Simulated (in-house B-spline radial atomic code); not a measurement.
Configurations of Mn7+, with energies counted from [Ne] 3s2 3p6. Level of theory: non-relativistic PW91, spin-polarised, spherical fractional occupations, point nucleus; calculated with a B-spline radial code for spherical atoms. Shells without spins written out take the highest spin.

Occupations are held fixed; configurations that lie above the ionisation limit could autoionise.

| configuration | E - E(ref) (eV) | highest orbital | its <r> (bohr) |
| --- | --- | --- | --- |
| [Ne] 3s(0 up, 1 down) 3p6 3d(0 up, 1 down) | 79.498 | 3d down | 0.8136 |
| [Ne] 3s2 3p5 4p1 | 109.7 | 4p up | 1.835 |
| [Ne] 3s1 3p6 4s1 | 130.8 | 4s up | 1.743 |
| [Ne] 3s(1 up, 0 down) 3p6 4s(0 up, 1 down) | 131.24 | 4s down | 1.749 |
| [Ne] 3s1 3p6 4p1 | 141 | 4p up | 1.835 |
| [He] 2s2 2p(3 up, 2 down) 3s2 3p6 4p(0 up, 1 down) | 725.2 | 4p down | 1.808 |

Task: Order these further configurations by energy, lowest first.
A. [Ne] 3s1 3p6 4d1
B. [He] 2s2 2p5 3s2 3p6 4d1
C. [Ne] 3s2 3p5 4f1
D. [Ne] 3s1 3p6 4f1
E. [Ne] 3s2 3p(3 up, 2 down) 4s(1 up, 0 down)

Result: E (99.521 eV), C (137.55 eV), A (156.55 eV), D (168.84 eV), B (740.61 eV).

Task: How far above the reference does [He] 2s2 2p5 3s2 3p6 4f1 lie?

Result: 754.42 eV; its least bound orbital is 4f up with <r> = 2.021 bohr.
